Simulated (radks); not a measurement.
Question: These are the eigenvalues of the occupied orbitals of an atom or ion with whole-number occupations (hartree). Method: Dirac Kohn-Sham, BP86, spin-unpolarised, spherical densities, finite nucleus; Fermi nuclear charge, rms radius of each element as measured or else 0.836 A^(1/3) + 0.57 fm; computed with a radial shooting solver on a logarithmic mesh with Libxc functionals.

| orbital | eigenvalue |
|---|---|
| 1s1/2 | -3142.093 |
| 2s1/2 | -560.7233 |
| 2p1/2 | -538.5594 |
| 2p3/2 | -462.6259 |
| 3s1/2 | -135.4103 |
| 3p1/2 | -125.3602 |
| 3p3/2 | -108.4799 |
| 3d3/2 | -91.80850 |
| 3d5/2 | -88.20345 |
| 4s1/2 | -31.82677 |
| 4p1/2 | -27.48654 |
| 4p3/2 | -23.38139 |
| 4d3/2 | -16.27692 |
| 4d5/2 | -15.51064 |
| 5s1/2 | -6.80244 |
| 4f5/2 | -6.33964 |
| 4f7/2 | -6.17003 |
| 5p1/2 | -5.32732 |
| 5p3/2 | -4.55678 |
| 5d3/2 | -2.48198 |
| 5d5/2 | -2.38485 |
| 5f5/2 | -0.77124 |

Which element is it, and in what charge state? The configuration may be excited. Open shells, if any, fill j = l - 1/2 first.

Answer: Z = 81, thallium, charge +4: Tl4+ in [Kr] 4d10 4f14 5s2 5p5 5d9 5f1. The list shows which subshells hold electrons but not how many an open one holds; the 1s level, -3142.1 hartree, gives Z - s = 79.3 by -(Z - s)^2/2, which with screening and relativity narrows Z to a few neighbours, and the depths of the outer levels then fix element, charge and occupations together.
